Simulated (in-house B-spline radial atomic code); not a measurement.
## Ionising Cd4+ with different functionals

Computed with a radial B-spline atomic code at the basis-set limit: scalar-relativistic (spin-free X2C) Hamiltonian, Fermi nucleus of rms radius 4.6087 fm, spin-polarised at highest spin, spherical fractional occupations for the functionals, the average over the highest-spin determinants for Hartree-Fock. The ionisation energy is the difference of two self-consistent energies, [Kr] 4d8 → [Kr] 4d7, without Breit or QED terms; ε is the level of the shell that loses the electron (its least bound occupied spin orbital). There is no spin-orbit coupling in this Hamiltonian.

Hybrids are left out here: with spherical fractional occupations of an open shell their exact exchange keeps a self-interaction that integer-occupation calculations don't have.

```csv
method,rung,ΔSCF (eV),-ε(4d) (eV)
Hartree-Fock,Hartree-Fock,68.22,69.75
LDA VWN5,LDA,70.42,61.88
LDA PW92,LDA,70.41,61.87
LDA exchange-only,LDA,68.41,59.94
PBE,GGA,70.10,61.57
PBEsol,GGA,70.09,61.57
BLYP,GGA,69.95,61.43
RPBE,GGA,70.03,61.50
PW91,GGA,70.20,61.67
BP86,GGA,70.20,61.67
AM05,GGA,70.13,61.60
OLYP,GGA,70.30,61.76
TPSS,meta-GGA,69.97,61.46
SCAN,meta-GGA,69.98,61.58
r2SCAN,meta-GGA,70.01,61.61
revTPSS,meta-GGA,69.90,61.39
```

Q: How do they compare with the NIST value?

A: NIST lists 68 eV ± 1.9 (tabulated theory, ground level to ground level). Errors run from +0.32 to +2.52 eV; all lie within about twice that uncertainty, so the table can't rank the methods. Hartree-Fock also lacks correlation.
